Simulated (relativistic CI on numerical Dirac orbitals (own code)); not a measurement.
Electric-dipole transitions in Rh X

Method of calculation: Dirac-Coulomb-Breit CI, KLI orbitals optimised for each configuration, model QED, unscaled Slater integrals (own radial code, finite nucleus).

CI space (outside the closed core [Ar] 3d10): 4s²4p⁶, 4s²4p⁵4d, 4s4p⁶4d, 4s²4p⁵4f, 4s4p⁶4f, 4s²4p⁵5s, 4s²4p⁵5p, 4s²4p⁵5d, 4p⁶4d², 4p⁵4d³, 4p⁵4d²4f, 4p⁵4d²5s, 4p⁵4d²5p, 4p⁶4f², 4p⁵4d4f², 4p⁵4f³, 4p⁵4f²5s, 4p⁵4f²5p. Double excitations out of closed p, d and f shells are left out; levels of such configurations are missing from the list, as are those of other unlisted configurations, and high levels can miss mixing partners. These lack a partner that the ground configuration has and come out too high: 4s²4p⁵5d.

| λ vac (nm) | Lower | Upper | A (s⁻¹) | gf | Branching (%) |
| --- | --- | --- | --- | --- | --- |
| 17.639 | 4s²4p⁶ ¹S0 [1] | 4s²4p⁵4d ¹P°1 [13] | 5.09e+11 | 7.13e+00 | 100.0 |
| 20.555 | 4s²4p⁵4d ³P°0 [2] | 4s²4p⁵4f ³D1 [30] | 7.30e+10 | 1.39e+00 | 38.6 |
| 20.666 | 4s²4p⁵4d ³P°1 [3] | 4s²4p⁵4f ³D2 [32] | 8.89e+10 | 2.84e+00 | 48.5 |
| 20.760 | 4s4p⁶4d ³D2 [15] | 4s4p⁶4f ³F°3 [57] | 6.17e+10 | 2.79e+00 | 38.2 |
| 20.781 | 4s²4p⁵4d ³P°1 [3] | 4s²4p⁵4f ³D1 [30] | 7.35e+10 | 1.43e+00 | 38.9 |
| 20.967 | 4s4p⁶4d ³D3 [16] | 4s4p⁶4f ³F°4 [56] | 7.12e+10 | 4.23e+00 | 44.1 |
| 21.018 | 4s²4p⁵4d ³P°2 [4] | 4s²4p⁵4f ³D3 [33] | 9.85e+10 | 4.57e+00 | 62.0 |
| 21.134 | 4s²4p⁵4d ³P°2 [4] | 4s²4p⁵4f ³D2 [32] | 5.84e+10 | 1.95e+00 | 31.9 |
| 21.719 | 4s²4p⁵4d ¹D°2 [10] | 4s²4p⁵4f ³G3 [40] | 9.84e+10 | 4.87e+00 | 92.1 |
| 21.789 | 4s²4p⁵4d ³F°3 [6] | 4s²4p⁵4f ³G4 [28] | 9.08e+10 | 5.82e+00 | 89.5 |
| 21.807 | 4s²4p⁵4d ³F°2 [7] | 4s²4p⁵4f ³G3 [31] | 8.30e+10 | 4.14e+00 | 78.4 |
| 21.882 | 4s²4p⁵4d ³D°2 [11] | 4s²4p⁵4f ³D3 [42] | 1.08e+11 | 5.42e+00 | 79.1 |
| 21.896 | 4s²4p⁵4d ³F°4 [5] | 4s²4p⁵4f ³G5 [27] | 9.93e+10 | 7.85e+00 | 100.0 |
| 22.244 | 4s²4p⁵4d ¹F°3 [12] | 4s²4p⁵4f ³F4 [41] | 9.76e+10 | 6.52e+00 | 95.0 |
| 22.258 | 4s²4p⁵4d ³D°1 [9] | 4s²4p⁵4f ³F2 [38] | 5.61e+10 | 2.08e+00 | 65.0 |
| 22.347 | 4s²4p⁵4d ³D°3 [8] | 4s²4p⁵4f ³F4 [35] | 9.14e+10 | 6.16e+00 | 88.1 |
| 22.709 | 4s4p⁶4d ¹D2 [21] | 4s4p⁶4f ¹F°3 [59] | 9.24e+10 | 5.00e+00 | 55.5 |
| 29.808 | 4s²4p⁵4d ³F°4 [5] | 4s4p⁶4d ³D3 [16] | 2.18e+10 | 2.03e+00 | 66.1 |
| 60.044 | 4s²4p⁵5p ³D2 [23] | 4s²4p⁵5d ³F°3 [46] | 1.25e+10 | 4.74e+00 | 73.9 |
| 63.059 | 4s²4p⁵5p ³D3 [24] | 4s²4p⁵5d ³F°4 [47] | 1.31e+10 | 7.03e+00 | 81.6 |

Terms are leading LS components. Brackets give the number of a level in order of energy, since labels repeat. The list gives strong lines, with weight on those to low levels, without lines whose two gauges differ by over a factor of 2.5, among the lowest 68 of 2415 levels, so that lines to higher ones, which can be the strongest, are missing. Levels whose partners in the same complex of configurations lie outside the list can be far off, and so can their lines. Rates are taken at the computed energies, electric ones in the length gauge.

At this charge energies of transitions that change n are usually good to better than 1 %, and those within a shell (Δn = 0) to a few per cent.

LS names give the leading component of a level, which can be under half, so a name can repeat, a term be missing and a line seem to break the LS rules.
